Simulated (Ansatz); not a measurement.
CH8Si2, triplet, at the geometry of the source list (a higher spin typed on purpose: for a closed-shell molecule this is an excited state); BCCD/STO-3G run with Ansatz (a quantum-chemistry and plane-wave program).

Here is a job for Ansatz.
Ansatz 0.2 input:
```yaml
crystal:
  periodic: [false, false, false]
  atoms:
    - {symbol: Si, position_ang: [1.44550000, 0.72650000, 0.01360000]}
    - {symbol: C, position_ang: [0.23090000, -0.72850000, -0.12920000]}
    - {symbol: Si, position_ang: [-1.59710000, -0.24800000, 0.07130000]}
    - {symbol: H, position_ang: [2.82320000, 0.25020000, -0.15520000]}
    - {symbol: H, position_ang: [1.15270000, 1.71520000, -1.02630000]}
    - {symbol: H, position_ang: [1.31490000, 1.34820000, 1.33300000]}
    - {symbol: H, position_ang: [0.48530000, -1.47850000, 0.62030000]}
    - {symbol: H, position_ang: [0.36710000, -1.21120000, -1.09740000]}
    - {symbol: H, position_ang: [-1.96900000, 0.71540000, -0.96690000]}
    - {symbol: H, position_ang: [-1.80660000, 0.34830000, 1.39230000]}
    - {symbol: H, position_ang: [-2.44690000, -1.43760000, -0.05530000]}
basis:
  gaussian:
    orbitals: STO-3G
magnetization: {spin_polarized: true, initial_magnetization: 2}
correlation: {method: bccd}
```

### Question
Predict the main parts of the log of this Ansatz run.

### Answer

```
Functional definition: HF
368 factors; integrals over basis functions are off by at most 3.2e-5 eV
mean field evaluation 1: about -16674.2573 eV, gradient 8.9e0 eV
mean field evaluation 2: about -16674.3606 eV, gradient 8.9e0 eV
mean field evaluation 4: about -16675.9119 eV, gradient 1.9e0 eV
mean field evaluation 8: about -16676.0771 eV, gradient 5.0e-2 eV
mean field evaluation 16: about -16676.4536 eV, gradient 1.4e0 eV
mean field evaluation 32: about -16675.9801 eV, gradient 1.6e-2 eV
mean field evaluation 64: about -16673.7058 eV, gradient 1.2e1 eV
mean field evaluation 96: about -16670.3684 eV, gradient 1.1e1 eV
mean field evaluation 128: about -16675.0690 eV, gradient 2.5e0 eV
mean field evaluation 160: about -16675.0805 eV, gradient 4.0e-2 eV
mean field evaluation 192: about -16675.0294 eV, gradient 6.4e-1 eV
mean field evaluation 224: about -16672.4105 eV, gradient 5.6e-2 eV
mean field evaluation 256: about -16672.1556 eV, gradient 2.0e-3 eV
mean field evaluation 288: about -16676.0756 eV, gradient 1.4e-1 eV
mean field -16676.65759742 eV, -612.8558628606 hartree, gradient 1.1e-6 eV, S^2 2.013989; 8 other end points of the search recorded, 0 dependent functions left out
determinant -16676.65759742 eV, -612.8558628606 hartree, with singles and doubles -16681.38804588 eV, -613.0297036353 hartree
determinant -16676.65736231 eV, -612.8558542207 hartree, with singles and doubles -16681.38784022 eV, -613.0296960772 hartree
determinant -16676.07594587 eV, -612.8344875606 hartree, with singles and doubles -16681.31611212 eV, -613.0270601184 hartree
determinant -16675.75726325 eV, -612.8227761900 hartree, with singles and doubles -16680.66315919 eV, -613.0030645408 hartree
determinant -16675.13340143 eV, -612.7998496912 hartree, with singles and doubles -16680.86976845 eV, -613.0106572908 hartree
determinant -16675.08055022 eV, -612.7979074449 hartree, with singles and doubles -16680.90460961 eV, -613.0119376799 hartree
determinant -16675.03642984 eV, -612.7962860508 hartree, with singles and doubles -16680.93204627 eV, -613.0129459586 hartree
determinant -16674.17713623 eV, -612.7647075932 hartree, with singles and doubles -16680.26723634 eV, -612.9885146443 hartree
determinant -16676.65759742 eV, -612.8558628606 hartree, with singles and doubles -16681.40523928 eV, -613.0303354811 hartree
determinant -16676.65736231 eV, -612.8558542207 hartree, with singles and doubles -16681.40503967 eV, -613.0303281455 hartree
determinant -16676.07594587 eV, -612.8344875606 hartree, with singles and doubles -16681.32644492 eV, -613.0274398418 hartree
determinant -16675.13340143 eV, -612.7998496912 hartree, with singles and doubles -16681.33760950 eV, -613.0278501324 hartree
determinant -16675.08055022 eV, -612.7979074449 hartree, with singles and doubles -16681.04382740 eV, -613.0170538393 hartree
determinant -16675.03642984 eV, -612.7962860508 hartree, with singles and doubles -16681.05165667 eV, -613.0173415595 hartree
11 core orbitals not correlated
reference -16676.65759742 eV, -612.8558628606 hartree; 11, 9 occupied and 9, 11 virtual orbitals, 368 factors
second order -3.21138219 eV of doubles, -0.00000000 eV of singles
cycle   1  -4.74809632 eV  change   -4.5e-4 eV  update   9.9e-3
cycle   2  -4.74397154 eV  change    4.1e-3 eV  update   3.1e-3
cycle   3  -4.74049116 eV  change    3.5e-3 eV  update   1.9e-3
cycle   4  -4.74023904 eV  change    2.5e-4 eV  update   7.8e-4
cycle   5  -4.74055015 eV  change   -3.1e-4 eV  update   4.6e-4
cycle   6  -4.74054057 eV  change    9.6e-6 eV  update   3.5e-4
cycle   7  -4.74045549 eV  change    8.5e-5 eV  update   2.7e-4
cycle   8  -4.74048935 eV  change   -3.4e-5 eV  update   2.2e-4
cycle   9  -4.74062085 eV  change   -1.3e-4 eV  update   1.8e-4
cycle  10  -4.74069083 eV  change   -7.0e-5 eV  update   1.4e-4
cycle  11  -4.74066809 eV  change    2.3e-5 eV  update   1.1e-4
cycle  12  -4.74064929 eV  change    1.9e-5 eV  update   1.1e-4
cycle  13  -4.74062590 eV  change    2.3e-5 eV  update   9.8e-5
cycle  14  -4.74059346 eV  change    3.2e-5 eV  update   7.8e-5
cycle  15  -4.74053484 eV  change    5.9e-5 eV  update   4.7e-5
cycle  16  -4.74049079 eV  change    4.4e-5 eV  update   2.8e-5
cycle  17  -4.74046852 eV  change    2.2e-5 eV  update   2.0e-5
cycle  18  -4.74046331 eV  change    5.2e-6 eV  update   1.4e-5
Total energy: -16681.39806073 eV, -613.0300716740 hartree
```
